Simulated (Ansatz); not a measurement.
This geometry of AlH3OS2 (7 atoms, charge 0, multiplicity 1) is a first-order saddle point.

Computed with RKS r2SCANh-D4/def2-SVP (Ansatz).

```xyz
7
Properties=species:S:1:pos:R:3
O -1.855 0.115 0.456
Al -0.203 -0.140 0.194
S 1.018 -0.037 1.987
S 0.668 -0.546 -1.788
H -2.557 0.074 -0.194
H 2.154 -0.309 1.311
H 0.837 0.776 -2.012
```

(1) Which two structures does it join? (They come from a converged band through this point; their orientation in space is the band's.)

(2) How far does it lie above each of them?

## Answers

(1) No bond is made or broken.

First end point:

```xyz
7
Properties=species:S:1:pos:R:3
O -1.981 0.194 0.458
Al -0.336 0.028 0.125
S 0.965 0.003 1.871
S 0.376 -0.145 -1.935
H -2.743 0.237 -0.118
H 2.098 -0.155 1.156
H 1.681 -0.232 -1.603
```

Last end point:

```xyz
7
Properties=species:S:1:pos:R:3
O -1.748 0.159 0.272
Al -0.068 0.012 0.249
S 0.930 0.017 2.179
S 1.137 -0.177 -1.566
H -2.418 0.197 -0.407
H 2.153 -0.132 1.627
H 0.075 -0.143 -2.399
```

(2) 0.100 eV above the first and 0.098 eV above the second. This is the barrier of this one path; another mechanism may lie lower.

Time of the run: 4.1 min on 2 threads of Intel(R) Xeon(R) 6975P-C (Granite Rapids), with other jobs on the host, peak memory 0.21 GiB.
